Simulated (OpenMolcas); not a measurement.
Ni²⁺.

```
Program             : OpenMolcas 26.06
Basis               : ANO-RCC-VTZP [6s5p3d2f1g]
Scalar Hamiltonian  : DKH2, point nucleus
Active space        : 8 electrons in 5 orbitals (3d)
State averaging     : 2S+1 = 3 even, 10 roots; 2S+1 = 1 even, 15 roots
Spin-orbit coupling : RASSI with atomic mean-field integrals over the reference wave functions, term energies averaged over their components
```

Two sets of levels on these reference wave functions, in cm⁻¹ above 3d⁸ ³F₄: one from CASSCF and one from SS-CASPT2, IPEA 0.25 Eh, imaginary shift 0.1 Eh (closed shells correlated: 3s 3p).

| Level | Set 1 | Set 2 |
| --- | --- | --- |
| 3d⁸ ³F₄ | 0.0 | 0.0 |
| 3d⁸ ³F₃ | 1344 | 1346 |
| 3d⁸ ³F₂ | 2270 | 2250 |
| 3d⁸ ¹D₂ | 17180 | 13540 |
| 3d⁸ ³P₂ | 20790 | 17170 |
| 3d⁸ ³P₁ | 21180 | 17560 |
| 3d⁸ ³P₀ | 21450 | 17820 |
| 3d⁸ ¹G₄ | 26630 | 23560 |
| 3d⁸ ¹S₀ | 64190 | 53260 |

**Question.** Which set is which?

**Answer.** Set 2 is SS-CASPT2. Its levels of the other terms of 3d⁸ lie at 0.79 to 0.88 of the other set's values, as expected, since terms of lower spin or lower L gain more correlation energy than the Hund ground term. Against 8 measured levels (Corliss and Sugar, J. Phys. Chem. Ref. Data 10, 197 (1981)) the mean absolute deviation is 420 cm-1 with it and 3900 cm-1 without; single levels miss by up to 730 cm-1 with it.

Term energies are means over components that CASPT2 splits; among the terms shown or strongly mixed into the levels shown the widest spread is 900 cm-1 (3d⁸ ¹G, SS-CASPT2). Some levels mix across a computed gap that differs much from the measured one, so their mixing is not that of the real levels. Without dynamic correlation excited terms often stand tens of per cent too high (terms of higher spin than the ground term too low), and those without a measured partner can miss by more than the paired ones (holds for CASSCF). Computed and measured levels are paired by configuration, term and J; levels that our copy of the source lacks, or whose pairing is in doubt (as where it misses far off the trend of its configuration), stay unpaired and out of the deviations. Levels of configurations outside the active space are missing.
